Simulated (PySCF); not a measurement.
I₆In₂, SMILES [I][In-]1([I])[I+][In-]([I])([I])[I+]1.

Geometry: PBE0-D3(BJ)/def2-SVP. The def2 effective core potentials stand for the cores of I, In; spin–orbit coupling is left out.

All values below come from TDA-PBE/def2-SVP (PySCF).

Vertical excitations. Isolated molecule, no solvent. State labels are in the subgroup C2v.

```
state  symmetry  energy (eV)  λ (nm)      f                            main pairs
-----  --------  -----------  ------  -----  ------------------------------------
S1           B1         2.66     465  0.000                        HOMO→LUMO 95 %
S2           A1         2.69     460  0.000                      HOMO−1→LUMO 91 %
S3           A2         2.71     457  0.000                      HOMO−2→LUMO 96 %
S4           B2         2.79     444  0.000                      HOMO−4→LUMO 87 %
S5           B2         2.85     436  0.004                      HOMO−3→LUMO 92 %
S6           B1         2.89     429  0.009  HOMO−6→LUMO 84 %, HOMO−5→LUMO+1 16 %
T1           B1         2.55     486      0                        HOMO→LUMO 96 %
T2           A1         2.59     479      0                      HOMO−1→LUMO 93 %
```
Triplets are in the Tamm–Dancoff approximation.
